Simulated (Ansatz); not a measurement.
`C[S][Ge][F]` + HBr → `[F][Ge][Br]` + CH₃SH at 700 K and 1 bar (ligand exchange at a Ge–S bond).

Program: Ansatz. Geometries: PBE0-D4/def2-TZVP. ΔE: electronic, gas phase. CCSD(T)/CBS adds triple-zeta CCSD(T) − MP2 to the extrapolated MP2 energy (def2 sets, frozen cores). This one scheme is used for every species. For Br, Ge outer-core shells are correlated without core-valence functions, which leaves a few kJ/mol of doubt a bond. Scalar relativity is left out up to krypton. Each species was taken in one conformer, which may not be the lowest.

```tsv
species	CCSD(T)/CBS energy (Eh)	H − E (kJ/mol)	S (J/(mol·K))
`C[S][Ge][F]`	-2613.59497	166.7	418.3
HBr	-2573.91920	36.5	223.7
`[F][Ge][Br]`	-4749.29775	41.9	347.6
CH₃SH	-438.22835	160.2	309.0
```

H − E and S are ideal-gas, rigid-rotor, harmonic terms from PBE0-D4/def2-TZVP, for one conformer and one mirror image of each species. 1 Eh = 2625.50 kJ/mol, R = 8.31446 J/(mol·K).

Question: By hand: ΔE, ΔH, ΔS and ΔG.

Answer: ΔE = (-4749.29775) + (-438.22835) − (-2613.59497) − (-2573.91920) = -0.01193 Eh = -31.3 kJ/mol. Δ(H − E) = 41.9 + 160.2 − 166.7 − 36.5 = -1.1, so ΔH = -32.4 kJ/mol. ΔS = 347.6 + 309.0 − 418.3 − 223.7 = 14.6 J/(mol·K). ΔG = -32.4 − 700 × (14.6)/1000 = -42.6 kJ/mol.

Question: By hand: the equilibrium constant, and the temperature at which ΔG would vanish if ΔH and ΔS stayed fixed.

Answer: log₁₀ K = −ΔG/(RT ln 10) = 3.2. ΔH and −TΔS have one sign here, so there is no such temperature.

The number of gas molecules stays the same, so ΔS is small and ΔH decides. A doubt of 5 kJ/mol in ΔE shifts log₁₀ K by 0.4 here. Other conformers and mirror images would add mixing entropy, several J/(mol·K) or more a flexible species. These are equilibria of isolated gas molecules and say nothing of rates. Largest T1 diagnostic: 0.015 (customary marks: 0.02 for closed shells, 0.045 for open ones).
